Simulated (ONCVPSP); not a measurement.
## Varying the ONCV potential for Rb (Z = 37)

Base potential:

- Element: rubidium
- Generator: ONCVPSP 4.0.1
- Type: optimised norm-conserving Vanderbilt (ONCV)
- Functional: PBEsol
- Relativity: non-relativistic
- Frozen core: [Ar] 3d10
- Valence charge: 9
- Reference configuration: 4s2 4p6 5s1
- Partial waves: 4s+5s: rc 2.00 bohr, ncon 4, nbas 9, qcut 4.8 1/bohr, 2 projectors; 4p: rc 2.40 bohr, ncon 3, nbas 7, qcut 6.3 1/bohr, 2 projectors, debl 1 Ha; d scattering state at 0.3 Ha: rc 2.45 bohr, ncon 4, nbas 9, qcut 4.2 1/bohr, 2 projectors, debl 2.3 Ha
- Local potential: polynomial inside 1.35 bohr (lpopt 5, dvloc0 -1 Ha)
- Core correction: Teter function, fcfact 2, rcfact 1.1

Cutoffs, loose and tight: the cutoffs (Ha) at which the residual kinetic energy of the hardest occupied pseudo-wave falls to 1 and 0.1 mHa per electron. They do not see the model core or the augmentation charge, which bear on the density cutoff. Test errors are all-electron minus pseudo excitation energies from the reference, over the configurations 4s2 4p6 5s0; 4s2 4p6 5s0.5; 4s2 4p6 5s0 5p1; 4s2 4p5 5s1. A dash means not determined; rows that change the core or the reference have their own tests.

| change | outcome | cutoff, loose | cutoff, tight | bound ghosts | GHOST(+) flags above zero | largest test error (meV) |
| --- | --- | --- | --- | --- | --- | --- |
| base | generated | 9.3 Ha | 12 Ha | none | s | -7.9 |
| functional PBE | generated | 9.3 Ha | 12 Ha | none | s | -9.6 |
| core correction Teter function, fcfact 6.1, rcfact 1.1 | generated | 9.3 Ha | 12 Ha | none | s | -7.3 |
| core correction Teter function, fcfact 2, rcfact 0.98 | generated | 9.3 Ha | 12 Ha | none | s | -7.9 |
| d: qcut 5.6 | generated | 9.3 Ha | 12 Ha | none | s | -7.9 |
| s: nproj 3 | generated | 9.3 Ha | 12 Ha | none | s | -8.1 |
| local potential polynomial inside 1.35 bohr (lpopt 5, dvloc0 6 Ha) | generated | 9.3 Ha | 12 Ha | none | none | -8.1 |

Question: What comes out with this change to the base: s: qcut 6.9?

Answer: outcome: generated; cutoff, loose: 14 Ha; cutoff, tight: 17 Ha; bound ghosts: none; GHOST(+) flags above zero: s; largest test error (meV): -12.

Question: What comes out with this change to the base: all radii but the core radius scaled by about 1.13 (s 2.26, p 2.72, d 2.78 bohr); local potential polynomial inside 1.54 bohr (lpopt 5, dvloc0 -1 Ha)?

Answer: outcome: generated; cutoff, loose: 8.1 Ha; cutoff, tight: 9.9 Ha; bound ghosts: none; GHOST(+) flags above zero: s; largest test error (meV): -7.3.

Question: What comes out with this change to the base: s: ncon 5, nbas 10?

Answer: outcome: generated; cutoff, loose: 10 Ha; cutoff, tight: 42 Ha; bound ghosts: none; GHOST(+) flags above zero: s; largest test error (meV): -9.4.
